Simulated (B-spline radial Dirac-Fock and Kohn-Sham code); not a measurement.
# Dipole and non-dipole photoemission parameters of Sb⁵⁺ 3p1/2

System: Sb⁵⁺ in the configuration [Kr] 4d10; threshold 869.2 eV (orbital energy of the model). The computed values come from an atomic code on a B-spline grid: Dirac-Hartree-Slater photoionisation with a Latter tail; cross sections with all multipoles, angular parameters from the dipole term and its interference with E2.

Input of the calculation (task.json; shells as n, l, electrons):

```json
{"items": [{
  "Z": 51,
  "q": 5,
  "cfg": [[1, 0, 2], [2, 0, 2], [2, 1, 6], [3, 0, 2], [3, 1, 6], [3, 2, 10], [4, 0, 2], [4, 1, 6], [4, 2, 10]],
  "A": 121,
  "rrms": 4.6802,
  "do": "xps",
  "hv": [51.7, 60, 82.0, 124.0, 136.0, 141.0, 150, 207.0, 313.0, 332.0, 357.0, 395.0, 400, 775.0, 800, 1420.0, 1520.0, 2000, 2570.0, 3270.0, 3400.0, 4000, 4100.0, 4740.0, 5414.7, 9830.0, 9900.0, 10100.0, 13100.0, 15000]
}]}
```

Launch: `python xray2_run.py task.json out`

For linearly polarised light dσ/dΩ = σ/(4π) [1 + β P₂(cos θ) + (δ + γ cos²θ) sin θ cos φ], with θ from the polarisation vector and φ the angle between the beam and the projection of the electron momentum on the plane normal to the polarisation.

```tsv
hν (eV)	σ (kb)	β	γ	δ
1420	69.4	1.494	0.097	0.010
1520	62.7	1.527	0.053	0.007
2000	39.5	1.596	-0.022	0.002
2570	24.6	1.607	0.035	0.002
3270	15.0	1.590	0.173	0.006
3400	?	?	?	?
4000	9.60	1.561	0.334	0.011
4100	9.08	1.556	0.355	0.011
4740	6.50	1.528	0.490	0.016
5414.7	4.73	1.497	0.624	0.022
9830	1.02	1.323	1.297	0.067
9900	0.997	1.320	1.306	0.068
10100	0.944	1.313	1.329	0.070
13100	0.457	1.220	1.636	0.104
15000	0.310	1.169	1.794	0.126
```

Task: Give the values at 3400 eV.

Result: σ = 13.8 kb, β = 1.586, γ = 0.202, δ = 0.007.
